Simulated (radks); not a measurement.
Values are calculated unless marked as measured or tabulated.
Problem. Excited configurations of Nb XXXI: one electron is placed in a higher orbital outside [Ne]. The ground configuration is [Ne] 3s1. Code: a radial shooting solver on a logarithmic mesh with Libxc functionals. Model: scalar-relativistic Kohn-Sham, LDA (Slater exchange, Perdew-Wang correlation), spin-unpolarised, spherical densities, point nucleus. Excitation = E - E(ground); binding = E(ion) - E, where the ion is the core of charge +31; n* = 31/sqrt(2 binding) in atomic units. These energies are relativistic, and a one-electron ion of charge +31 with no core already has n* below n in this formula (scalar-relativistic equation, point nucleus: 3d 2.996, 4p 3.988, 5p 4.987, 5d 4.994, 5f 4.997, 6d 5.993, 7s 6.977, 7p 6.986). The quantum defect is therefore taken as that value minus n*, so that it holds no relativistic shift of the bare ion.

outer orbital  excitation (eV)  binding (eV)     n*  quantum defect  eigenvalue (eV)  <r> (bohr)
4p                      805.93        878.84  3.857           0.131          -864.88      0.6887
5p                      1130.4        554.37  4.856           0.130          -546.06       1.110
5d                      1149.3        535.45  4.942           0.052          -526.85       1.084
5f                      1159.4        525.36  4.989           0.008          -516.02       1.008
6d                      1314.0        370.78  5.938           0.055          -365.15       1.609
7s                      1400.4        284.34  6.781           0.196          -280.39       2.226
7p                      1406.3        278.44  6.853           0.133          -274.51       2.241

Estimate the row for 3d.

Solution. excitation (eV) 183.71; binding (eV) 1501.1; n* 2.951; quantum defect 0.045; eigenvalue (eV) -1466.9; <r> (bohr) 0.3223. The Delta-SCF ionisation energy is 1684.8 eV (NIST Atomic Spectra Database: 1685.0 eV, semi-empirical). Self-interaction in the functional shifts the binding energies and quantum defects, so they are the method's values and not measured ones. Spin polarisation and multiplet splitting are left out, so open shells lie too high by an amount that depends on their filling.

Beside tabulated values, note that spin-unpolarised runs miss the spin-polarisation part of the exchange energy of open shells.
